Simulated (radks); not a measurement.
Valence configurations of neutral aluminium (all share [Ne]). All-electron calculation, non-relativistic Kohn-Sham, TPSS, spin-unpolarised, spherical densities, point nucleus; meta-GGA in the generalised Kohn-Sham scheme. Program: a radial shooting solver on a logarithmic mesh with Libxc functionals. Energies are relative to 3s2 3p1; eigenvalues in eV.

valence,E (eV),e(3p),e(3s)
3s2 3p1,0.000,-2.695,-7.827
3s1 3p2,5.192,-3.325,-8.564
3p3,10.463,-3.874,-
3s0.5 3p2.5,7.820,-3.609,-8.881
3s1.5 3p1.5,2.583,-3.021,-8.216

NIST lists [Ne] 3s2 3p1 as the ground configuration; this level of theory agrees among the configurations tried. The energies are those of spherical spin-averaged densities, not of single terms.
